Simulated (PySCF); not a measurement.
## Li2Br2, singlet: structure and spectrum

Computed with PySCF, PBE0, basis Li def2-TZVP, Br def2-TZVP (no relativity, density fitting).

The structure is a minimum.

```json
{
 "Point group": "D2h",
 "Bond lengths": "Li–Br 2.351 Å (×4)",
 "Bond angles": "Br–Li–Br 110.7° (×2), Li–Br–Li 69.3° (×2)",
 "Enthalpy at 298.15 K above 0 K": "16.59 kJ/mol",
 "Lowest empty level": "-0.88 eV",
 "Rotational constants": "0.6723, 0.02857, 0.02741 cm⁻¹",
 "Principal polarisabilities": "49.3, 57.2, 63.8 bohr³",
 "Atomisation energy without zero-point energy": "1018 kJ/mol",
 "Heat capacity Cp at 298.15 K": "73.6 J/(mol K)",
 "Highest occupied level": "-7.63 eV",
 "Principal quadrupole moments (Buckingham, traceless) about the centre of mass": "-23.46, 0.16, 23.30 D Å",
 "Dipole moment": "0.00 D",
 "Zero-point energy": "11.4 kJ/mol",
 "Entropy at 298.15 K and 1 bar": "316.1 J/(mol K)",
 "Rotational symmetry number": "4"
}
```

Harmonic modes (masses in u: Li 7.016, Br 78.918):
```csv
symmetry,ω (cm⁻¹),IR (km/mol)
ag,133,0.0
b3u,149,84.2
b1u,327,162
b3g,408,0.0
ag,416,0.0
b2u,475,221
```

In D2h the vibrations span 2ag + b3u + b1u + b3g + b2u. The ag, b3g modes carry no infrared intensity, as symmetry demands. With a centre of inversion only u modes can be infrared active and only g modes Raman active.

Charges (e):
```
 atom  Mulliken  Löwdin  polar tensor  Mayer order to Li1
  Li1      0.73    0.31          0.70                   –
  Li2      0.73    0.31          0.70                0.00
Br3,4     -0.73   -0.31         -0.70                0.25
```

Mulliken populations on Li1: s 2.08, p 0.19.

This need not be the most stable arrangement of these atoms.

The final relaxation and frequency run took 51 s on 2 threads of a shared Arm Neoverse V1 host, with 124 basis functions and 13 gradients. Launch command: `OMP_NUM_THREADS=2 python axn.py task.json out`.
